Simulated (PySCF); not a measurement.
## Partial charges of `CN[SiH2]O/C([SiH3])=C\[SiH3]`

C₃H₁₃NOSi₃.
Geometry (GFN2-xTB, Å), atoms numbered from 1 in this order:
```xyz
21
C3H13NOSi3 angstrom
C      3.5638   -0.1298    0.1134
N      2.1657   -0.2001   -0.2362
Si     1.0212    0.9935    0.2361
O     -0.4443    0.6182   -0.3344
C     -1.3044   -0.4250   -0.1770
Si    -0.6192   -2.1664    0.0968
C     -2.6076   -0.1395   -0.2670
Si    -3.1569    1.6318   -0.5549
H      4.0069   -1.1275    0.1031
H      3.6510    0.2816    1.1161
H      4.1349    0.5108   -0.5681
H      2.0323   -0.6457   -1.1329
H      1.1466    2.3221   -0.3640
H      1.0745    1.0117    1.7002
H      0.1314   -2.5931   -1.0901
H      0.2434   -2.2021    1.2775
H     -1.7767   -3.0442    0.2822
H     -3.3161   -0.9464   -0.1630
H     -2.6847    2.1171   -1.8540
H     -4.6248    1.6528   -0.5406
H     -2.6460    2.4971    0.5117
```

Density: PBE0/pcSseg-1 (PySCF); schemes: Mulliken, IAO, Hirshfeld and ESP-fitted. Isolated species at its GFN2-xTB geometry (one conformer only).

Question: Atoms with like bonding are taken together and averaged. Which atoms carry the highest charge in the Mulliken, IAO, Hirshfeld and ESP-fitted schemes?

Answer: All schemes agree: Mulliken Si3 (+0.936); IAO Si3 (+1.115); Hirshfeld Si3 (+0.423); ESP-fitted Si3 (+0.667).

Question: Do the Mulliken, IAO, Hirshfeld and ESP-fitted schemes agree on where the charge is lowest?

Answer: All schemes agree: Mulliken N2 (-0.709); IAO N2 (-0.693); Hirshfeld N2 (-0.240); ESP-fitted N2 (-0.498).

Question: Tabulate the Mulliken, IAO, Hirshfeld and ESP-fitted charges.

Answer: In e; atoms taken as equivalent share a row and are averaged (×n: the atom named and its like, n in all):

| atom | environment | Mulliken | IAO | Hirshfeld | ESP-fitted |
| --- | --- | --- | --- | --- | --- |
| C1 | N-methyl carbon | -0.094 | -0.296 | -0.064 | -0.307 |
| N2 | silicon-bound nitrogen | -0.709 | -0.693 | -0.240 | -0.498 |
| Si3 | oxygen-bound silicon | +0.936 | +1.115 | +0.423 | +0.667 |
| O4 | silyl ether oxygen | -0.607 | -0.584 | -0.179 | -0.311 |
| C5 | vinylic carbon bearing oxygen | -0.038 | -0.038 | -0.009 | +0.018 |
| Si6 | SiH3 silicon | +0.518 | +0.579 | +0.301 | +0.326 |
| C7 | alkene CH carbon | -0.443 | -0.478 | -0.170 | -0.330 |
| Si8 | SiH3 silicon | +0.558 | +0.604 | +0.291 | +0.367 |
| H9/H10/H11 | methyl hydrogen | +0.112 | +0.139 | +0.043 | +0.125 |
| H12 | N–H hydrogen | +0.204 | +0.257 | +0.113 | +0.317 |
| H13/H14 | Si–H hydrogen | -0.129 | -0.168 | -0.088 | -0.129 |
| H15/H16/H17 | Si–H hydrogen | -0.083 | -0.114 | -0.073 | -0.083 |
| H18 | vinylic hydrogen | +0.124 | +0.160 | +0.042 | +0.155 |
| H19/H20/H21 | Si–H hydrogen | -0.093 | -0.121 | -0.081 | -0.091 |

Mean size of the charges over all atoms: IAO 0.298 e, Mulliken 0.255 e, ESP-fitted 0.212 e, Hirshfeld 0.124 e. Each set sums to the total charge, 0, to within 0.001 e. The IAO scheme counts the electrons in orthogonalised intrinsic atomic orbitals, a minimal basis polarised so that it spans the occupied orbitals exactly.

Some averages cover members that differ in this geometry: H13/H14, ESP-fitted -0.144 to -0.113; H15/H16/H17, Mulliken -0.093 to -0.067; H19/H20/H21, Mulliken -0.107 to -0.082; H9/H10/H11, ESP-fitted +0.114 to +0.139 e.

Question: How closely do the schemes follow one another over all atoms?

Answer: Correlation coefficient and root-mean-square difference: Mulliken with IAO 0.99, 0.067 e; IAO with ESP-fitted 0.98, 0.150 e; IAO with Hirshfeld 0.98, 0.245 e; Mulliken with Hirshfeld 0.97, 0.206 e; Mulliken with ESP-fitted 0.96, 0.130 e; Hirshfeld with ESP-fitted 0.95, 0.122 e.

Question: How many electrons does the Mulliken scheme count on Si6?

Answer: Z − q = 14 − (+0.518) = 13.482.

Question: Sum the charges by element, for elements with more than one atom.

Answer: 
| element | atoms | Mulliken | IAO | Hirshfeld | ESP-fitted |
| --- | --- | --- | --- | --- | --- |
| C | 3 | -0.575 | -0.812 | -0.243 | -0.619 |
| Si | 3 | +2.012 | +2.298 | +1.015 | +1.359 |
| H | 13 | -0.122 | -0.209 | -0.353 | +0.068 |

The run behind these numbers computed NMR shieldings as well. The run took 88 s wall on one thread, Arm Neoverse N1 (aarch64), shared host, and the process peaked at 1.1 GiB of memory.
